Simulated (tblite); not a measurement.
Q: Write Cartesian coordinates for `N#CC1=N[Si@H](C(F)(F)F)C1` as optimised with GFN2-xTB.

A: 
```xyz
13
C4H3F3N2Si angstrom
N     -3.4920    1.1811   -1.5263
C     -2.5057    0.9802   -0.9786
C     -1.3202    0.6678   -0.2790
N     -0.3194    1.4661   -0.1140
Si     0.6095    0.2738    0.8244
C      2.1399   -0.3966   -0.1671
F      3.0920    0.5311   -0.3449
F      1.8120   -0.8580   -1.3871
F      2.7329   -1.4229    0.4759
C     -1.0327   -0.6461    0.3933
H      1.0195    0.5831    2.1784
H     -1.0189   -1.4884   -0.2962
H     -1.7213   -0.8708    1.2035
```

Any rigid rotation of these coordinates is as good. Atoms count from 1 in this order. The C–C distances run from 1.412 Å (C2–C3, drawn single) to 1.504 Å (C3–C10, drawn single), a spread of 0.092 Å. Si5 (SiH silicon) has angles from 76.0° to 123.5°. The 4-membered ring C3–N4–Si5–C10 has internal angles of 76.0° to 109.6° (sum 360°, against 360° for a flat polygon); it is planar, 0.00 Å rms from its mean plane, widest ring torsion 0°. The 2 C–N bonds span 1.146 Å (N1≡C2, drawn triple) to 1.291 Å (C3=N4, drawn double), a spread of 0.145 Å.

Bonds between heavy atoms (Å): N1≡C2 1.146, C2–C3 1.412, C3=N4 1.291, N4–Si5 1.779, Si5–C6 1.943, C6–F7 1.341, C6–F8 1.345, C6–F9 1.348, Si5–C10 1.931, C3–C10 1.504.

Computed geometry: GFN2-xTB, gas phase.

Point group: C1 (no symmetry element, even within 0.4 Å). Its GFN2-xTB frequencies are all real (lowest 22 cm⁻¹).

On an Intel Xeon Platinum 8488C with one thread (shared host), this took 0.84 s. These figures are those of the optimisation.
